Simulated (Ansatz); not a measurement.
Start from `F[C@@H]1O[C@H]1Br` and change one atom or group to get `C[C@@H]1O[C@H]1F`.

Ansatz, PBE0-D4/def2-TZVP geometries, multiplicity 1. 

Scalar relativity is left out up to krypton. Spin–orbit coupling is left out; it splits and shifts lone-pair levels of the heavy atoms by tenths of an eV.

```tsv
property	`F[C@@H]1O[C@H]1Br`
HOMO energy (ωB97M-V/def2-TZVPP) / eV	-10.62
HOMO energy (B3LYP/def2-TZVPP) / eV	-8.13
LUMO energy (B3LYP/def2-TZVPP) / eV	-0.56
size of the dipole moment (ωB97M-V/def2-TZVPP) / D	1.00
size of the dipole moment (PBE/def2-TZVPP) / D	0.83
HOMO–LUMO gap (B3LYP/def2-TZVPP) / eV	7.56
```

**Question.** What does the change do to each property? (Best estimate.)

**Answer.** Ansatz gave: 
```csv
property,`C[C@@H]1O[C@H]1F`,shift
HOMO energy (ωB97M-V/def2-TZVPP) / eV,-10.92,-0.30
HOMO energy (B3LYP/def2-TZVPP) / eV,-8.29,-0.16
LUMO energy (B3LYP/def2-TZVPP) / eV,1.06,1.62
size of the dipole moment (ωB97M-V/def2-TZVPP) / D,2.55,1.55
size of the dipole moment (PBE/def2-TZVPP) / D,2.37,1.54
HOMO–LUMO gap (B3LYP/def2-TZVPP) / eV,9.35,1.79
```

With PBE0 the HOMO falls by 0.17 eV and the LUMO rises by 1.69 eV, so the gap widens by about 1.86 eV. PBE moves the HOMO by 0.14 eV and ωB97M-V by -0.30 eV. The zero-point energy changes by 98.9 kJ/mol with +9 modes. Dipoles are sizes alone; their direction can turn.

Positive LUMOs are unbound, so they and the gaps depend on the basis.

B3LYP here is the variant with VWN-RPA as its local correlation; programs differ in this.
